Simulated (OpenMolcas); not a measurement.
A calculation on N2+.

```yaml
Program: OpenMolcas 26.06
Method: "MS-CASPT2, IPEA 0.25 Eh, imaginary shift 0.1 Eh (closed shells correlated: 1s)"
Basis: ANO-RCC-VTZP [4s3p2d1f]
Scalar_Hamiltonian: DKH2, point nucleus
Active_space: 3 electrons in 8 orbitals (2s 2p 3s 3p)
State_averaging: 2S+1 = 4 odd, 1 root; 2S+1 = 2 odd, 11 roots; 2S+1 = 4 even, 3 roots; 2S+1 = 2 even, 9 roots
Spin-orbit_coupling: RASSI with atomic mean-field integrals over the reference wave functions, term energies averaged over their components
```

(1) Which level of the active space comes out lowest?

(2) How high does 2s 2p2 2P 3/2 lie?

(3) How high does 2s 2p2 2D 3/2 lie?

(4) How high does 2s 2p2 2P 1/2 lie?

Measured values: Moore, Selected Tables of Atomic Spectra, NSRDS-NBS 3, section 5.

## Answers

(1) 2s2 2p 2P* 1/2, with 100 % of that term; it is also the measured ground level.

(2) 147560 cm-1 above the lowest level; measured 145986 cm-1 above the ground level, so the calculation is off by +1 %.

(3) 101020 cm-1 above the lowest level; measured 101031 cm-1 above the ground level, so the calculation is off by 0 %.

(4) 147440 cm-1 above the lowest level; measured 145876 cm-1 above the ground level, so the calculation is off by +1 %.

Term energies are means over components that CASPT2 splits; among the terms shown or strongly mixed into the levels shown the widest spread is 35 cm-1 (2s 2p2 2D). Active for correlation alone: 3p 3s; no level in the range computed is led by a configuration that fills them, so any true level of that kind is missing. Computed and measured levels are paired by configuration, term and J; levels that our copy of the source lacks, or whose pairing is in doubt (as where it misses far off the trend of its configuration), stay unpaired and out of the deviations. Levels of configurations outside the active space are missing.

* marks odd parity.
